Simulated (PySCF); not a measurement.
# Radial density of Ta⁺ (tantalum, charge +1)

LDA, [Xe] 4f14 5d3 6s1, high-spin 5F determinant. All numbers are calculated (PySCF 2.14, scalar relativity through the core potential, in def2-SVP with the def2 core potential (60 electrons)). This is the valence pseudo-density: the core potential removes the inner electrons and smooths the orbitals near the nucleus.

| r (bohr) | 4πr²ρ (e/bohr) | 4πr²(ρα − ρβ) |
| --- | --- | --- |
| 0.119 | 1.285e-05 | 0.0000 |
| 0.201 | 3.320e-05 | 0.0000 |
| 0.338 | 0.002748 | 0.0006 |
| 0.568 | 0.8890 | 0.0618 |
| 0.955 | 8.920 | 0.7833 |
| 1.61 | 5.835 | 1.6873 |
| 2.70 | 1.397 | 1.2024 |
| 4.55 | 0.1968 | 0.1962 |
| 7.65 | 0.002382 | 0.0024 |

Energies and moments cover only the electrons outside the core potential. Spin-orbit coupling, absent here, splits the open shell strongly.
